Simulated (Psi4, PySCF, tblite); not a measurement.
Intermolecular potential of H3N ··· H3ClSi (SMILES N and [SiH3]Cl). Monomers: optimised at B3LYP-D3(BJ) (def2-TZVP), held rigid. Orientation: a random orientation, not optimised. The monomers approach along the line of their centres of mass (distance R); nothing else relaxes.

Geometry at R = 4.13 Å (first 4 atoms: monomer A):
```
9

N      0.0001     0.0014     0.2791
H      0.9352    -0.1199    -0.0927
H     -0.5711    -0.7506    -0.0892
H     -0.3642     0.8692    -0.0972
Si    -4.8397     0.4329     1.1969
Cl    -3.0303    -0.2507     1.9240
H     -4.7056     1.8689     0.8839
H     -5.8691     0.2253     2.2338
H     -5.1732    -0.3312    -0.0209
```

Methods: RKS-B3LYP/3-21G = restricted B3LYP/3-21G, no counterpoise correction (PySCF); RKS-M06-2X/6-31G* = PySCF with restricted M06-2X/6-31G*, spherical d, no counterpoise correction; GFN2-xTB (tblite); SAPT0/jun-cc-pVDZ, frozen core (Psi4).

Interaction energies in kcal/mol; the last columns give the difference from SAPT0:

```
R / Å  RKS-B3LYP/3-21G  RKS-M06-2X/6-31G*  GFN2-xTB  SAPT0/jun-cc-pVDZ  RKS-B3LYP/3-21G − SAPT0/jun-cc-pVDZ  RKS-M06-2X/6-31G* − SAPT0/jun-cc-pVDZ  GFN2-xTB − SAPT0/jun-cc-pVDZ
-----  ---------------  -----------------  --------  -----------------  -----------------------------------  -------------------------------------  ----------------------------
3.53              3.11               2.19      1.50               4.35                                -1.24                                  -2.16                         -2.85
3.77              1.31               0.48      0.56               1.94                                -0.63                                  -1.47                         -1.39
3.94              0.84               0.06      0.30               1.13                                -0.29                                  -1.07                         -0.83
4.13              0.65              -0.06      0.17               0.65                                 0.00                                  -0.72                         -0.48
4.36              0.63              -0.04      0.12               0.39                                 0.24                                  -0.43                         -0.27
4.55              0.64               0.00      0.11               0.29                                 0.36                                  -0.29                         -0.17
4.80              0.64               0.05      0.12               0.23                                 0.41                                  -0.18                         -0.11
5.14              0.58               0.12      0.13               0.19                                 0.39                                  -0.07                         -0.06
5.64              0.46               0.20      0.15               0.17                                 0.28                                   0.03                         -0.03
6.33              0.32               0.19      0.14               0.14                                 0.18                                   0.05                          0.00
7.33              0.20               0.13      0.11               0.10                                 0.10                                   0.03                          0.00
8.66              0.12               0.08      0.07               0.07                                 0.05                                   0.01                          0.00
```

RKS-B3LYP/3-21G is furthest from SAPT0/jun-cc-pVDZ at 3.53 (-1.24 kcal/mol, below); its mean absolute difference over the points is 0.35 kcal/mol.

RKS-M06-2X/6-31G* is furthest from SAPT0/jun-cc-pVDZ at 3.53 (-2.16 kcal/mol, below); its mean absolute difference over the points is 0.54 kcal/mol.

GFN2-xTB is furthest from SAPT0/jun-cc-pVDZ at 3.53 (-2.85 kcal/mol, below); its mean absolute difference over the points is 0.52 kcal/mol.
